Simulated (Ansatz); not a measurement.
Molecule: thiosilicic acid, sum formula H₄SiSO₃, charge 0, multiplicity 1. 
Coordinates optimised at B3LYP-D3(BJ)/def2-TZVP (Ansatz, a program for electronic structure):
SMILES: O[Si](O)(O)S
```xyz
9

O      0.5711    -0.1832     1.6663
Si    -0.2167    -0.1738     0.2354
O     -0.5207    -1.7395    -0.1244
O     -1.6636     0.5950     0.2326
S      1.0110     0.8759    -1.1583
H      0.3597    -0.9015     2.2704
H     -1.0819    -1.9271    -0.8812
H     -1.6689     1.5454     0.3742
H      2.1556     0.3238    -0.7216
```
Charge 0, spin multiplicity 1.

Property: vertical ionisation energy (to the doublet state of charge +1; each state is the SCF solution reached for its spin), in eV. Correlated levels leave the core frozen unless marked. UHF or UKS for open shells. Spin-orbit coupling is left out. No relativistic terms. Basis-set limits of correlation are two-point, X^-3; Hartree-Fock from the larger set. The bracket is a focal-point correction in the basis named.

RI-MP2/CBS(aug-cc-pV(T+d)Z,aug-cc-pV(Q+d)Z)+[CCSD(T)-MP2]/aug-cc-pV(T+d)Z (Ansatz) gives 10.20 eV.

Task: Another calculation gave 10.07 eV. Which level was it?
(A) r2SCAN/def2-TZVPD (Ansatz)
(B) wB97M-V/def2-TZVPD (Ansatz)
(C) BHLYP/def2-TZVPD (Ansatz)
(D) PBE/def2-TZVPD (Ansatz)

Result: B, wB97M-V/def2-TZVPD (Ansatz). The others give 9.92 (BHLYP), 9.67 (PBE), 9.81 (r2SCAN) eV.
